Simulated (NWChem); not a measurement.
System: SiF2 cation, doublet

The following NWChem deck was run.

```
start job
memory heap 200 mb stack 900 mb global 1100 mb
charge 1
geometry units angstroms
  F      1.373696     0.000000    -0.346894
  Si     0.000000     0.000000     0.442827
  F     -1.373696     0.000000    -0.346894
end
basis spherical
  * library 3-21g
end
dft
  odft
  mult 2
  xc b3lyp
  iterations 150
end
driver
  maxiter 120
end
task dft optimize
task dft freq
```

In the optimisation the excess spin sits in a1 (C2v, its own frame). No stability test was run on the SCF state.

The level has its own optimisation; frequencies are unscaled.

Task: Give the results of this calculation. (B3LYP/3-21G, spin-unrestricted.) Quantities: r F–Si (Å); highest harmonic frequency (cm⁻¹); lowest (cm⁻¹); zero-point energy (kcal/mol).

Result: 
| Property | Result |
|---|---|
| r F–Si (Å) | 1.616 |
| highest harmonic frequency (cm⁻¹) | 1013 |
| lowest (cm⁻¹) | 281 |
| zero-point energy (kcal/mol) | 3.1 |
